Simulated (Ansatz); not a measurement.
Reaction: C2H3ClF2 (SMILES FC(F)CCl) → C2H3ClF2 (1-chloro-1,1-difluoroethane, SMILES CC(F)(F)Cl)
Each species at its own B3LYP-D3(BJ)/def2-TZVP minimum (Ansatz, a quantum-chemistry and plane-wave program), one conformer.

Wanted: isomerisation energy (electronic), in kJ/mol. UHF or UKS for unpaired electrons; spin-orbit terms are left out. CBS(X,Y): correlation extrapolated as X^-3, Hartree-Fock from the larger set. A bracket is a step between two methods taken in the basis named. The functionals are non-relativistic, so their misses hold any scalar relativity. '+ core + X2C': CCSD(T) terms for core correlation (cc-pwCVTZ, 1s frozen past Ne) and scalar relativity (cc-pVTZ-DK).

CCSD(T)/CBS(cc-pV(T+d)Z,cc-pV(Q+d)Z) + [CCSDT(Q) - CCSD(T)]/cc-pV(D+d)Z + core + X2C (Ansatz) gives -21.0 kJ/mol.

**Question.** How far off this value is PBE/def2-TZVPD (Ansatz), in which direction, and which of these levels come nearer: r2SCAN/def2-TZVPD, B3LYP/def2-TZVPD, PBE0/def2-TZVPD, wB97M-V/def2-TZVPD, CCSD(T)/CBS(cc-pV(T+d)Z,cc-pV(Q+d)Z) + core + X2C?

**Answer.** PBE gives -25.7 kJ/mol, 4.7 kJ/mol below it. Differences of the others: r2SCAN/def2-TZVPD (Ansatz) -8.8; B3LYP/def2-TZVPD (Ansatz) 1.2; PBE0/def2-TZVPD (Ansatz) -2.0; wB97M-V/def2-TZVPD (Ansatz) -3.0; CCSD(T)/CBS(cc-pV(T+d)Z,cc-pV(Q+d)Z) + core + X2C (Ansatz) -0.2 kJ/mol. Nearer than PBE: B3LYP/def2-TZVPD, PBE0/def2-TZVPD, wB97M-V/def2-TZVPD, CCSD(T)/CBS(cc-pV(T+d)Z,cc-pV(Q+d)Z) + core + X2C.
